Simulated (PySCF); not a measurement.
## Vertical excitation energies

Compound: C₃H₁₀BN.
SMILES: `[BH3-][NH2+]CC=C`

Theory: TDDFT CAM-B3LYP/def2-SVPD, vertical, gas phase, core orbitals frozen in the response (PySCF 2.14.0, density-fitted response routines). One conformer (not necessarily the lowest) at the PBE0-D3(BJ)/def2-SVP geometry, without solvent, vibrations or thermal averaging. Torsions of this conformer, `[BH3-:1][NH2+:2][CH2:3][CH:4]=[CH2:5]`: B1–N2–C3–C4 179°, N2–C3–C4–C5 1°.

Q: What does the calculation give for the low-lying excited states?

A: 

```csv
state,E (eV),E (kJ/mol),λ (nm),f,"main configurations (H = HOMO, L = LUMO)"
S1,6.98,673,177.7,0.039,"H→L+1 (73%), H-1→L+1 (11%)"
S2,6.98,674,177.6,0.022,"H-1→L+1 (72%), H→L+1 (10%)"
S3,7.35,709,168.6,0.010,H-2→L+1 (82%)
S4,7.45,719,166.3,0.239,"H→L (61%), H-2→L (30%)"
S5,7.61,735,162.8,0.0013,H-1→L (84%)
S6,7.81,754,158.7,0.136,"H-2→L (60%), H→L (32%)"
S7,7.91,763,156.7,0.0029,"H-2→L+2 (58%), H→L+2 (32%)"
S8,8.27,798,149.8,0.026,"H→L+2 (39%), H-2→L+2 (20%), H→L+3 (19%)"
S9,8.36,807,148.2,0.029,"H-1→L+2 (62%), H-1→L+3 (21%), H-1→L+5 (11%)"
S10,8.38,809,147.9,0.0013,"H-4→L (40%), H-3→L (38%)"
```

Triplets, Tamm–Dancoff:

```json
{"state": "T1", "E (eV)": "4.43", "λ (nm)": "279.9", "main configurations (H = HOMO, L = LUMO)": "H-2→L (80%), H→L (10%)"}
{"state": "T2", "E (eV)": "6.83", "λ (nm)": "181.4", "main configurations (H = HOMO, L = LUMO)": "H→L+1 (52%), H-1→L+1 (29%)"}
{"state": "T3", "E (eV)": "6.84", "λ (nm)": "181.4", "main configurations (H = HOMO, L = LUMO)": "H-1→L+1 (50%), H→L+1 (28%)"}
{"state": "T4", "E (eV)": "7.19", "λ (nm)": "172.5", "main configurations (H = HOMO, L = LUMO)": "H-2→L+1 (81%)"}
```

The lowest singlet lies at 6.98 eV (178 nm, vacuum ultraviolet) and is of moderate strength; its leading configuration is HOMO→LUMO+1 (73%). The strongest level in the table is S4 at 7.45 eV (166 nm, f = 0.239). S1/S2 lie within about 0.01 eV of each other. Löwdin shares by element: HOMO hydrogen 42% or more, boron 39%, nitrogen 5%; LUMO (one of a set within 0.03 eV) carbon 67% or more, hydrogen 14% or more (atoms not listed hold the other 19%). Orbital energies (eV): HOMO-3 -11.19, HOMO-2 -9.75, HOMO-1 -9.20, HOMO -9.15, LUMO 0.65, LUMO+1 0.67, LUMO+2 1.47. Of the 10 states listed, 7 reach f = 0.01 and none stays under 0.0005. The listed states span 1.40 eV. All these states lie below the vertical ionisation energy of 10.16 eV (ΔSCF). The window holds the lowest 10 singlets.
